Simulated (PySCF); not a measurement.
A geometry optimisation, step by step.

Compound: C₆H₈F₄O₂.
Atom-mapped SMILES: `[CH3:1][C@@:2]1([O:3][CH:4]([F:5])[F:6])[CH2:7][C@H:8]([F:9])[O:10][C@@H:11]1[F:12]` (hydrogens: H13, H14, H15 on C1; H16 on C4; H17, H18 on C7; H19 on C8; H20 on C11)

Computed by this run: PBE0-D3(BJ)/def2-SVP geometry optimisation, gas phase in PySCF 2.14.0; density fitting, grid level 1; the optimiser is geomeTRIC in internal coordinates, started from a GFN2-xTB structure with every atom displaced at random (about 0.01 Å). 7 of its 13 geometries are shown. The frame can shift and turn from step to step; on so coarse a grid that alone can change the energy by a few meV, and forces under 0.02 eV/Å are noise.

Step 0: E = -21276.5133 eV, largest atomic force 3.800 eV/Å
```
atom  x, y, z in Å  |  force x, y, z in eV/Å
C1     -0.850    1.287   -0.356   -1.628   0.583  -0.004
C2     -0.080    0.023   -0.179    0.836  -0.336   0.418
O3     -0.727   -1.136   -0.741    2.638   1.051   0.120
C4     -1.966   -1.361   -0.490   -3.780  -0.371   0.135
F5     -2.826   -0.560   -1.221    0.506  -0.120   0.041
F6     -2.366   -1.142    0.796    0.638   0.045  -0.015
C7      1.339    0.122   -0.797   -0.629   0.552   0.783
C8      2.261    0.438    0.389   -0.849  -1.124   0.465
F9      3.163   -0.568    0.569    0.056  -0.003  -0.102
O10     1.441    0.521    1.539   -0.172   0.039  -0.722
C11     0.264   -0.184    1.334    0.225  -0.338  -0.106
F12     0.465   -1.516    1.575   -0.084   0.229  -0.100
H13    -1.844    1.285    0.168    0.721  -0.185  -0.257
H14    -0.305    2.148    0.036    0.344   0.116   0.082
H15    -1.081    1.465   -1.415    0.146   0.014  -0.049
H16    -2.235   -2.391   -0.747    0.165  -0.304  -0.063
H17     1.387    0.900   -1.569    0.004  -0.061  -0.076
H18     1.589   -0.837   -1.216    0.331  -0.629  -0.316
H19     2.827    1.349    0.313    0.332   0.833  -0.039
H20    -0.506    0.174    2.042    0.201   0.007  -0.198
```

Step 2: E = -21276.7112 eV, largest atomic force 0.716 eV/Å
```
atom  x, y, z in Å  |  force x, y, z in eV/Å
C1     -0.911    1.297   -0.132    0.039  -0.019   0.092
C2     -0.111    0.002   -0.131    0.114   0.064   0.036
O3     -0.861   -1.155   -0.465   -0.690   0.085   0.173
C4     -2.106   -1.341    0.054    0.406  -0.477  -0.149
F5     -3.030   -0.555   -0.523   -0.071   0.270  -0.105
F6     -2.167   -1.091    1.380    0.168   0.128  -0.046
C7      1.084    0.064   -1.091   -0.053   0.002   0.022
C8      2.267    0.456   -0.210   -0.036   0.000   0.038
F9      3.238   -0.498   -0.268    0.003   0.029   0.002
O10     1.773    0.557    1.090    0.061  -0.053   0.014
C11     0.610   -0.177    1.222    0.052   0.090   0.050
F12     0.877   -1.493    1.430    0.033   0.003  -0.002
H13    -1.687    1.296    0.648    0.030  -0.004  -0.091
H14    -0.230    2.137    0.070   -0.004  -0.012  -0.008
H15    -1.385    1.450   -1.109   -0.030   0.031  -0.031
H16    -2.381   -2.390   -0.128    0.033  -0.042   0.013
H17     0.920    0.773   -1.913   -0.001  -0.025  -0.022
H18     1.269   -0.932   -1.514   -0.010  -0.023   0.016
H19     2.744    1.417   -0.461   -0.034  -0.020   0.015
H20     0.061    0.206    2.095   -0.010  -0.027  -0.017
```

Step 4: E = -21276.7328 eV, largest atomic force 0.187 eV/Å
```
atom  x, y, z in Å  |  force x, y, z in eV/Å
C1     -0.880    1.333   -0.152   -0.032  -0.022  -0.046
C2     -0.125    0.015   -0.148    0.025  -0.049   0.090
O3     -0.913   -1.118   -0.508    0.061   0.140  -0.108
C4     -2.102   -1.343    0.076    0.001   0.008   0.050
F5     -3.069   -0.528   -0.406    0.049  -0.029   0.035
F6     -2.055   -1.123    1.409   -0.054   0.009  -0.006
C7      1.077    0.046   -1.094   -0.007  -0.004  -0.006
C8      2.255    0.434   -0.203    0.018  -0.037  -0.024
F9      3.232   -0.514   -0.264   -0.001   0.015  -0.019
O10     1.761    0.524    1.098   -0.028  -0.009  -0.030
C11     0.586   -0.192    1.212   -0.033   0.014   0.005
F12     0.839   -1.513    1.403   -0.003  -0.018  -0.013
H13    -1.680    1.353    0.599   -0.013  -0.017   0.032
H14    -0.177    2.149    0.071   -0.011  -0.001   0.011
H15    -1.328    1.515   -1.139    0.012  -0.010   0.002
H16    -2.386   -2.389   -0.117   -0.030   0.026   0.013
H17     0.931    0.747   -1.925    0.012  -0.023  -0.023
H18     1.249   -0.957   -1.503    0.015  -0.020   0.030
H19     2.726    1.397   -0.448    0.009   0.038   0.008
H20     0.032    0.185    2.083    0.008  -0.009   0.000
```

Step 6: E = -21276.7390 eV, largest atomic force 0.190 eV/Å
```
atom  x, y, z in Å  |  force x, y, z in eV/Å
C1     -0.865    1.341   -0.147    0.025   0.026   0.005
C2     -0.123    0.015   -0.147   -0.025   0.000  -0.045
O3     -0.943   -1.088   -0.518    0.100  -0.029  -0.026
C4     -2.117   -1.305    0.096   -0.177   0.035   0.058
F5     -3.086   -0.475   -0.358    0.033  -0.020   0.007
F6     -2.042   -1.092    1.429    0.016  -0.005  -0.009
C7      1.074    0.017   -1.100    0.011   0.046  -0.012
C8      2.255    0.423   -0.223    0.004   0.013  -0.025
F9      3.247   -0.507   -0.298    0.007   0.000  -0.009
O10     1.771    0.500    1.083    0.011  -0.025   0.045
C11     0.594   -0.211    1.203   -0.001  -0.004  -0.037
F12     0.838   -1.538    1.372    0.006  -0.001   0.007
H13    -1.667    1.355    0.602    0.002   0.008   0.006
H14    -0.161    2.153    0.087    0.003   0.006   0.004
H15    -1.307    1.529   -1.135    0.002  -0.002   0.005
H16    -2.427   -2.344   -0.092    0.017  -0.013  -0.011
H17     0.930    0.693   -1.953   -0.002  -0.024  -0.017
H18     1.244   -1.000   -1.477   -0.009  -0.007   0.034
H19     2.708    1.396   -0.468   -0.021  -0.008   0.007
H20     0.052    0.158    2.085   -0.001   0.001   0.011
```

Step 8: E = -21276.7455 eV, largest atomic force 0.116 eV/Å
```
atom  x, y, z in Å  |  force x, y, z in eV/Å
C1     -0.801    1.373   -0.128    0.026  -0.008   0.061
C2     -0.126    0.011   -0.147   -0.069   0.035  -0.087
O3     -1.012   -1.041   -0.508   -0.007  -0.074   0.078
C4     -2.174   -1.220    0.150   -0.011   0.005  -0.033
F5     -3.126   -0.353   -0.264    0.003   0.012  -0.007
F6     -2.043   -1.021    1.480    0.024   0.006   0.008
C7      1.052   -0.054   -1.118    0.002   0.034   0.015
C8      2.246    0.390   -0.281   -0.017   0.016   0.007
F9      3.273   -0.495   -0.404    0.005   0.005   0.003
O10     1.804    0.430    1.044    0.034  -0.049   0.002
C11     0.613   -0.256    1.180    0.026   0.000   0.035
F12     0.830   -1.593    1.317    0.007   0.020   0.007
H13    -1.592    1.415    0.633    0.015   0.014  -0.028
H14    -0.064    2.155    0.104    0.011  -0.012  -0.017
H15    -1.247    1.583   -1.110   -0.018   0.018  -0.006
H16    -2.526   -2.246   -0.033    0.005  -0.002  -0.019
H17     0.901    0.553   -2.020    0.003  -0.002   0.000
H18     1.209   -1.100   -1.411   -0.010  -0.007  -0.005
H19     2.649    1.386   -0.527   -0.016  -0.014  -0.004
H20     0.107    0.106    2.085   -0.014   0.004  -0.011
```

Step 10: E = -21276.7489 eV, largest atomic force 0.094 eV/Å
```
atom  x, y, z in Å  |  force x, y, z in eV/Å
C1     -0.766    1.381   -0.120   -0.014  -0.009  -0.004
C2     -0.129    0.002   -0.144    0.010   0.018   0.003
O3     -1.035   -1.040   -0.483   -0.051  -0.002   0.026
C4     -2.203   -1.177    0.176    0.080  -0.024  -0.044
F5     -3.124   -0.281   -0.240   -0.011   0.010   0.002
F6     -2.059   -0.979    1.504   -0.016   0.007   0.016
C7      1.037   -0.089   -1.126   -0.009  -0.019   0.007
C8      2.239    0.368   -0.312    0.002  -0.004   0.011
F9      3.281   -0.496   -0.464   -0.003   0.003   0.000
O10     1.827    0.388    1.024    0.000  -0.010  -0.011
C11     0.625   -0.274    1.176    0.007  -0.001   0.009
F12     0.820   -1.613    1.316    0.001   0.005   0.001
H13    -1.540    1.455    0.656    0.003  -0.001   0.003
H14     0.001    2.140    0.090    0.002  -0.001  -0.005
H15    -1.228    1.603   -1.092   -0.001   0.000   0.001
H16    -2.585   -2.192   -0.007   -0.010   0.007   0.003
H17     0.879    0.495   -2.042    0.004   0.006   0.001
H18     1.186   -1.143   -1.395   -0.001   0.001  -0.009
H19     2.618    1.372   -0.560    0.003   0.006  -0.003
H20     0.132    0.100    2.084    0.004   0.005  -0.004
```

Step 12: E = -21276.7491 eV, largest atomic force under 0.02 eV/Å
```
atom  x, y, z in Å  |  force x, y, z in eV/Å
C1     -0.768    1.379   -0.120   -0.004   0.002  -0.008
C2     -0.128    0.001   -0.141    0.013   0.002   0.008
O3     -1.033   -1.045   -0.472    0.002   0.001  -0.007
C4     -2.202   -1.175    0.180   -0.001   0.004   0.002
F5     -3.120   -0.277   -0.242   -0.001  -0.002   0.004
F6     -2.066   -0.971    1.509   -0.002   0.000   0.000
C7      1.034   -0.091   -1.128    0.001  -0.002  -0.003
C8      2.241    0.363   -0.318    0.002  -0.002  -0.004
F9      3.279   -0.503   -0.473   -0.001  -0.002   0.000
O10     1.834    0.387    1.019   -0.002   0.008   0.001
C11     0.630   -0.269    1.178   -0.007  -0.004  -0.006
F12     0.821   -1.608    1.326   -0.001  -0.002   0.001
H13    -1.535    1.456    0.662    0.000  -0.001   0.005
H14     0.001    2.139    0.078   -0.001   0.002   0.000
H15    -1.238    1.595   -1.089    0.001  -0.004   0.001
H16    -2.590   -2.189    0.000   -0.001  -0.001   0.005
H17     0.874    0.497   -2.041   -0.001   0.000   0.001
H18     1.179   -1.145   -1.401    0.000   0.001   0.001
H19     2.621    1.366   -0.570    0.002  -0.001  -0.001
H20     0.141    0.112    2.085    0.002   0.001   0.002
```

**Question.** Summarise the path.

**Answer.** The energy falls by 0.2358 eV from step 0 to step 12; nine tenths of that is first reached at step 3. It never rises by more than 0.2 meV. The largest force goes from 3.800 to under 0.02 eV/Å. Among the bonds O3–C4 changes most, from 1.283 to 1.346 Å; the atoms move by 0.166 Å rms after alignment.

What follows is the cost of the whole optimisation. Hardware: one thread of an Arm Neoverse V2, no GPU, shared host. Cost: 5.7 min wall, 0.94 GiB resident at most.
